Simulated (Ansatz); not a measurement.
Reaction: H2BO2 (SMILES [O]BO, doublet) → H2BO2 (SMILES O[B]O, doublet)
Each species at its own B3LYP-D3(BJ)/def2-TZVP minimum (Ansatz, an electronic-structure program), one conformer.

Total energies in hartree (Ansatz). Open shells are spin-unrestricted; no spin-orbit coupling. Cores are frozen in correlated methods. No relativity.

```csv
species,HF/cc-pVTZ,CCSD(T)/cc-pVTZ,HF/cc-pVQZ,CCSD(T)/cc-pVQZ,CCSD(T)/cc-pVDZ,CCSDT(Q)/cc-pVDZ
"1: H2BO2 (SMILES [O]BO, doublet)",-175.69662,-176.26463,-175.71033,-176.31867,-176.08535,-176.08735
"2: H2BO2 (SMILES O[B]O, doublet)",-175.68559,-176.27020,-175.69995,-176.32621,-176.08418,-176.08598
```

Problem. Work out the isomerisation energy (electronic) in kcal/mol: take Hartree-Fock from cc-pVQZ, extrapolate the CCSD(T) correlation energy as X^-3 (X = 3, 4), and add CCSDT(Q) - CCSD(T) in cc-pVDZ. 1 hartree = 627.51 kcal/mol.

Solution. 
Species 1: correlation (64·(-0.60834) - 27·(-0.56801))/37 = -0.63777; step -0.00200; E1 = -175.71033 + (-0.63777) + (-0.00200) = -176.35010
Species 2: correlation (64·(-0.62626) - 27·(-0.58461))/37 = -0.65665; step -0.00180; E2 = -175.69995 + (-0.65665) + (-0.00180) = -176.35840
-1·E1 +1·E2 = -0.00830 hartree = -5.2 kcal/mol.
